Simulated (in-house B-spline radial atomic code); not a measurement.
Cu6+: [Ar] 3d5

Level of theory: non-relativistic HSE06, spin-polarised, spherical fractional occupations, point nucleus; calculated with an all-electron radial atomic-structure program (B-spline basis).

Z_r = [3n² - l(l+1)]/(2<r>); Z_e = n√(-2ε); the last column is Slater's effective charge. Values are occupation-weighted means over spin.

| shell | electrons | ε (eV) | <r> (bohr) | Z_r | Z_e | Slater |
| --- | --- | --- | --- | --- | --- | --- |
| 1s | 2 | -8925.6 | 0.0529 | 28.36 | 25.61 | 28.70 |
| 2s | 2 | -1189.7 | 0.2382 | 25.18 | 18.70 | 24.85 |
| 2p | 6 | -1057.7 | 0.2077 | 24.08 | 17.63 | 24.85 |
| 3s | 2 | -238.54 | 0.6918 | 19.51 | 12.56 | 17.75 |
| 3p | 6 | -195.8 | 0.7057 | 17.71 | 11.38 | 17.75 |
| 3d | 5 | -129.26 | 0.7197 | 14.59 | 9.25 | 9.60 |

The least bound orbital is 3d up at -129.3 eV, and it is also the most diffuse (<r> = 0.7197 bohr).
